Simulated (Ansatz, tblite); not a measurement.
Cost and result up the ladder for `CN(C)c1ccc(-c2ccc(-c3ccc(-c4ccc(C#N)[se]4)[se]3)[se]2)[se]1` (39 atoms). Total charge 0; singlet. Geometry: r2SCAN-D4/def2-SVP.

```xyz
39

C     3.585   -2.810   -5.523
N     4.347   -1.713   -4.970
C     5.741   -1.565   -5.332
C     3.914   -1.089   -3.837
C     4.608   -0.189   -3.032
C     3.873    0.323   -1.939
C     2.573   -0.136   -1.784
C     1.624    0.212   -0.771
C     1.784    1.119    0.275
C     0.682    1.263    1.138
C    -0.438    0.493    0.847
C    -1.692    0.428    1.526
C    -2.806   -0.354    1.229
C    -3.912   -0.202    2.086
C    -3.763    0.709    3.124
C    -4.700    1.075    4.142
C    -4.540    1.990    5.180
C    -5.645    2.149    6.039
C    -6.750    1.370    5.731
C    -7.984    1.318    6.404
N    -9.014    1.267    6.957
Se   -6.420    0.304    4.213
Se   -2.041    1.488    3.051
Se   -0.097   -0.557   -0.691
Se    2.169   -1.374   -3.165
H     3.625   -3.722   -4.893
H     3.968   -3.056   -6.522
H     2.527   -2.518   -5.635
H     6.007   -0.498   -5.400
H     6.421   -2.043   -4.599
H     5.908   -2.021   -6.317
H     5.642    0.098   -3.226
H     4.308    1.041   -1.240
H     2.711    1.680    0.413
H     0.696    1.948    1.992
H    -2.812   -1.044    0.380
H    -4.840   -0.766    1.946
H    -3.608    2.547    5.314
H    -5.650    2.833    6.891
```

Ansatz on 2 threads of AMD EPYC 7R13 on a shared host and a share (18 GiB) of an NVIDIA H100 80GB HBM3; xTB runs through tblite on one thread. Times are rough, summed over both states, and most runs start from the orbitals of an earlier one. PBE0-D4/def2-TZVP serves as the yardstick here, not as an exact answer. The other state is a triplet.

The xTB rows come from tblite. Single mean-field runs in def2-TZVP are fitted with def2-universal-jkfit.

xTB has no spin-polarisation term.

```csv
level,functions,wall time
GFN2-xTB,134,0.23 s
GFN1-xTB,148,0.25 s
PBE-D4/def2-TZVP (with forces),927,22 s
PBE0-D4/def2-TZVP (with forces),927,36 s
```

Estimate what each level gives for the vertical triplet (eV).


```json
{"level": "GFN2-xTB", "vertical triplet (eV)": "1.38", "difference from PBE0-D4/def2-TZVP (eV)": "-0.04"}
{"level": "GFN1-xTB", "vertical triplet (eV)": "1.46", "difference from PBE0-D4/def2-TZVP (eV)": "0.03"}
{"level": "PBE-D4/def2-TZVP (with forces)", "vertical triplet (eV)": "1.29", "difference from PBE0-D4/def2-TZVP (eV)": "-0.13"}
{"level": "PBE0-D4/def2-TZVP (with forces)", "vertical triplet (eV)": "1.43", "difference from PBE0-D4/def2-TZVP (eV)": "0.00"}
```
